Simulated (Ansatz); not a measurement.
Frontier orbitals of ClFGaH₃OSi, SMILES `[F][Ga]([Cl])[O][SiH3]`.

```xyz
8

F    -0.6646    2.4585    0.4636
Ga   -1.3862    1.0122   -0.1760
Cl   -3.3829    1.0619   -0.8262
O    -0.4160   -0.4417   -0.2529
Si    1.1164   -0.9083    0.1171
H     1.4132   -0.6452    1.5497
H     2.1002   -0.1747   -0.7216
H     1.2200   -2.3627   -0.1537
```

The species carries charge 0 and has multiplicity 1. Correlated methods include outer-core shells of Ga, which these sets cover unevenly. Scalar relativity is left out up to krypton. Geometry: relaxed with PBE0-D4/def2-TZVP. It is one conformer, not always the lowest. Basis def2-TZVPP, the Gaussian-basis code of Ansatz.

Orbital energies of one run (eV). Highest occupied ones, from the top: -8.91, -8.99, -9.51, -9.72, -10.69, -10.78, -10.88, -11.46, -11.77, -12.13, -13.51, -15.38, -22.46, -23.98. Empty: -2.16, -1.18, 0.24, 1.16, 1.38, 1.44.

(1) Which functional gave them?
A. BHLYP
B. ωB97X-V
C. B3LYP
D. CAM-B3LYP

Answers

(1) C. HOMO energies: B3LYP -8.91, BHLYP -10.50, CAM-B3LYP -10.56, ωB97X-V -11.58 eV.

B3LYP here is the variant with VWN-RPA as its local correlation; programs differ in this.
